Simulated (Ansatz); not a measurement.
Conformers of C4H10O (SMILES CCC(C)O), B3LYP-D3(BJ)/def2-TZVP minima from an xTB search, which can miss the lowest.
Conformer 1 (charge 0, multiplicity 1):
```tsv
atom	x (Å)	y (Å)	z (Å)
C	2.0167	-0.1170	-0.1302
C	0.6021	-0.6763	-0.0202
C	-0.4802	0.3901	-0.1055
C	-1.8823	-0.2018	-0.0823
O	-0.2800	1.2751	1.0030
H	2.2101	0.6029	0.6645
H	2.7594	-0.9135	-0.0592
H	2.1636	0.3913	-1.0866
H	0.4802	-1.2060	0.9296
H	0.4244	-1.4057	-0.8156
H	-0.3430	0.9508	-1.0419
H	-2.0374	-0.7714	0.8361
H	-2.6405	0.5843	-0.1293
H	-2.0397	-0.8654	-0.9352
H	-0.9532	1.9627	0.9727
```
Conformer 2 (charge 0, multiplicity 1, Z-matrix in Å and degrees):
```
C
H 1 1.0939
O 1 1.4314 2 103.84
H 3 0.9647 1 108.10 2 177.54
C 1 1.5223 2 109.14 3 118.34
H 5 1.0902 1 110.44 2 -60.10
H 5 1.0919 6 108.58 1 -122.06
H 5 1.0944 6 108.31 7 -116.71
C 1 1.5277 2 108.72 3 -118.74
H 9 1.0943 1 108.51 2 -67.59
H 9 1.0971 10 106.13 1 116.26
C 9 1.5248 10 110.04 11 119.06
H 12 1.0900 9 110.84 10 179.24
H 12 1.0913 13 108.35 9 -122.31
H 12 1.0926 13 107.62 14 -116.31
```

Cores are frozen in the correlated methods. MP2 and its Hartree–Fock in cc-pVTZ are density fitted.

Codes used: Ansatz (a first-principles code) with Gaussian orbitals. Each number belongs to the level named beside it.

The energy of conformer 2 above conformer 1 is E(conformer 2) − E(conformer 1). Total energies (hartree):

| level | conformer 2 | conformer 1 |
|---|---|---|
| HF/cc-pVDZ | -232.1719620 | -232.1720417 |
| MP2/cc-pVDZ | -232.9413861 | -232.9410227 |
| HF/cc-pVTZ | -232.2416616 | -232.2421778 |
| MP2/cc-pVTZ | -233.1940653 | -233.1943799 |
| CCSD(T)/cc-pVDZ | -233.0269591 | -233.0264911 |

### Question
Work out the energy of conformer 2 above conformer 1 at the basis-set limit: extrapolate the MP2 correlation part as X⁻³, take Hartree–Fock from the larger set, and add the CCSD(T) − MP2 difference of cc-pVDZ.

### Answer

1. Differences (1 hartree = 627.509 kcal/mol): HF/cc-pVDZ 0.050; MP2/cc-pVDZ -0.228; HF/cc-pVTZ 0.324; MP2/cc-pVTZ 0.197; CCSD(T)/cc-pVDZ -0.294.
2. Correlation parts, MP2 less HF: -0.278 in cc-pVDZ (X = 2), -0.126 in cc-pVTZ (X = 3).
3. Limit (3³·(-0.126) − 2³·(-0.278))/(3³ − 2³) = -0.063; with HF/cc-pVTZ it gives 0.261.
4. CCSD(T) less MP2 in cc-pVDZ: -0.066.
Result: 0.20 kcal/mol, against -0.23 at MP2/cc-pVDZ. It is an estimate of this method's limit, not of the exact value.
